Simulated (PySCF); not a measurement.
## Spinor energies of Yb⁴⁰⁺ (ytterbium, charge +40)

Start: [Ar] 3d10 4s2. Calculated with PySCF 2.14 in an even-tempered Gaussian basis (16 s from 4.8 bohr⁻², ratio 2.8; 13 p from 6.2 bohr⁻², ratio 2.8; 8 d from 11 bohr⁻², ratio 2.8; 4 f from 26 bohr⁻², ratio 3): generalised Hartree-Fock with the X2C-1e Hamiltonian and a Gaussian nucleus; one run each with spin-orbit coupling (SO) switched off, then screened by Boettger's factors.

| spinor shell | electrons | ε, spin-free (eV) | ε, screened SO (eV) | weight of nominal j (screened SO) | rms radius, screened SO (bohr) |
| --- | --- | --- | --- | --- | --- |
| 1s1/2 | 2 | -63517.9 | -63503.5 | 1.000 | 0.0223 |
| 2s1/2 | 2 | -12411.9 | -12407.7 | 1.000 | 0.0899 |
| 2p1/2 | 2 | -11159.0 | -11906.2 | 1.000 | 0.0767 |
| 2p3/2 | 4 | -11159.0 | -10850.0 | 1.000 | 0.0836 |
| 3s1/2 | 2 | -4180.6 | -4179.4 | 1.000 | 0.228 |
| 3p1/2 | 2 | -3792.8 | -3960.6 | 1.000 | 0.219 |
| 3p3/2 | 4 | -3792.8 | -3722.7 | 1.000 | 0.232 |
| 3d3/2 | 4 | -3336.9 | -3367.6 | 1.000 | 0.204 |
| 3d5/2 | 6 | -3336.9 | -3315.8 | 1.000 | 0.207 |
| 4s1/2 | 2 | -1964.4 | -1964.2 | 1.000 | 0.479 |

```json
{"quantity": "E (hartree)", "spin-free": "-13037.92230", "screened SO": "-13050.60694"}
{"quantity": "M_J", "spin-free": "0", "screened SO": "0"}
{"quantity": "⟨J²⟩", "spin-free": "0.000", "screened SO": "0.000"}
{"quantity": "⟨L²⟩", "spin-free": "0.000", "screened SO": "0.048"}
{"quantity": "⟨S²⟩", "spin-free": "0.000", "screened SO": "0.048"}
```

Breit and QED terms are absent; they matter most for the inner s and p1/2 levels.

Densities and radii are taken from the X2C orbitals without a picture-change correction, which distorts them close to the nucleus.

Without spin-orbit coupling the j labels of p, d and f shells carry no meaning; the spin-free column gives the mean over the occupied spinors of each nl shell.
